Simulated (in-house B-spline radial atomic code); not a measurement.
KLI/ALDAx excitations of P5+

Method: KLI/ALDAx. Computed with a B-spline radial code for spherical atoms: linear response of the closed shell [He] 2s2 2p6 with the adiabatic LDA exchange kernel on the exchange-only KLI potential; non-relativistic, point nucleus, no spin-orbit coupling, no double excitations, S, P, D and F terms only. Only terms of natural parity with L up to 3 were computed.

Command:
```bash
python run_td.py task.json out
```
Settings (radii: box in bohr, nucleus in fm):
```
Z                        15
electrons                10
configuration            [He] 2s2 2p6
hamiltonian              nr
method                   kli
box_radius               16.35
intervals                69
```

Cost of the run: 0.2 s on 1 thread of Intel(R) Xeon(R) Platinum 8259CL CPU @ 2.50GHz (Skylake/Cascade Lake), with other jobs on the host.

The lowest states, in the order of their Tamm-Dancoff energies; the method's threshold (minus the highest occupied level) is 222.18 eV. Labels give the largest channel, * marks a mixed state, and oscillator strengths are full-response dipole values. Semilocal kernels can invert the small singlet-triplet splittings of Rydberg terms. Energies in eV:

```csv
state,full response,Tamm-Dancoff,oscillator strength
2p → 3s 3P,135.57,135.59,-
2p → 3s 1P,136.89,136.92,0.216
2p → 3p 3S,145.78,145.83,-
2p → 3p 3D,?,?,-
2p → 3p 1D,148.25,148.25,-
2p → 3p 1S,154.43,154.97,-
2p → 3d 3P,161.66,161.68,-
2p → 3d 3F,162.13,162.14,-
2p → 3d 1F,162.86,162.87,-
2p → 3d 1P,?,?,?
2p → 4s 3P,179.78,179.78,-
2p → 4s 1P,180.17,180.18,0.0355
2p → 4p 3S*,183.27,183.29,-
2p → 4p 3D,184.03,184.03,-
2p → 4p 1D,184.35,184.35,-
2s → 3s 3S*,184.64,184.64,-
```

Question: Where does 2p → 3p 3D lie?

Answer: At 147.23 eV in full response, 147.24 eV in Tamm-Dancoff.

Question: Where does 2p → 3d 1P lie?

Answer: At 165.41 eV in full response, 165.54 eV in Tamm-Dancoff, oscillator strength 1.4.

Question: How large is the singlet-triplet splitting of 2p → 3s (P terms) in Tamm-Dancoff?

Answer: 1.34 eV, from the unrounded values.

Question: What polarisabilities and dispersion coefficient does the method give?

Answer: Dipole 0.1065 bohr³, quadrupole 0.05398 bohr⁵, C6 0.06444 hartree·bohr⁶ for two such species.
